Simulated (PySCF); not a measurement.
This PySCF input asks for the NMR shieldings of `FC(F)OC1=[O+][AlH2-][O]C=C1`, C$_{4}$H$_{5}$AlF$_{2}$O$_{3}$; the geometry comes from GFN2-xTB.

```python
import basis_set_exchange as bse
import numpy as np
from pyscf import gto, dft
from pyscf.prop import nmr

atoms = """
F    -2.741783    0.839102    1.434610
C    -2.524130    0.059401    0.363085
F    -3.610484   -0.701599    0.211661
O    -1.456723   -0.776975    0.596486
C    -0.227812   -0.396087    0.171849
O    -0.096104    0.702341   -0.416071
Al    1.417001    1.489576   -1.142410
O     2.386017    0.068506   -0.614373
C     2.081952   -0.989038    0.026630
C     0.807173   -1.300559    0.443421
H    -2.393675    0.704712   -0.522523
H     1.149708    1.480556   -2.657870
H     1.722233    2.720425   -0.274068
H     2.898663   -1.683731    0.249582
H     0.583550   -2.208640    0.971353
"""
names = dict.fromkeys(["F", "C", "O", "Al", "H"], "pcSseg-1")
basis = {el: gto.basis.parse(bse.get_basis(n, elements=[el], fmt="nwchem")) for el, n in names.items()}
mol = gto.M(atom=atoms, basis=basis, charge=0, verbose=0)
mf = dft.RKS(mol, xc="PBE0")
mf.grids.level = 2
mf.grids.alignment = dft.numint.BLKSIZE   # the property module wants whole blocks of grid points
mf.conv_tol = 1e-9
mf.kernel()

calc = nmr.RKS(mf)   # GIAO
C = mf.mo_coeff
Co = C[:, mf.mo_occ > 0]
resp = mf.gen_response(singlet=True, hermi=2)
def vind(x):   # induced exchange potential for any number of trial vectors
    d = np.einsum("pi,xij,qj->xpq", C, 2 * x.reshape(-1, C.shape[1], Co.shape[1]), Co, optimize=True)
    return np.einsum("xpq,pi,qj->xij", resp(d - d.transpose(0, 2, 1)), C, Co, optimize=True).ravel()
mo1, _ = nmr.rhf.solve_mo1(calc, with_cphf=vind)
sigma = calc.kernel(mo1)
for i, s in enumerate(sigma):   # ppm
    print("%2d %-2s %9.2f" % (i, mol.atom_pure_symbol(i), np.trace(s) / 3))
```

**Question.** What does it print?

**Answer.** 
```
 0 F     266.93
 1 C      67.90
 2 F     288.49
 3 O      96.46
 4 C       7.47
 5 O      85.84
 6 Al    433.66
 7 O      55.26
 8 C      -3.92
 9 C      92.89
10 H      24.13
11 H      27.36
12 H      27.36
13 H      23.21
14 H      26.25
```

These numbers come from an equivalent density-fitted implementation of the same equations, which agrees with the script to about 0.01 ppm for H and up to a few tenths of a ppm for heavy atoms, so last digits may differ.

Size and cost of the density-fitted run: 202 basis functions, 33 s wall time on 1 thread of an Arm Neoverse V2, shared host.
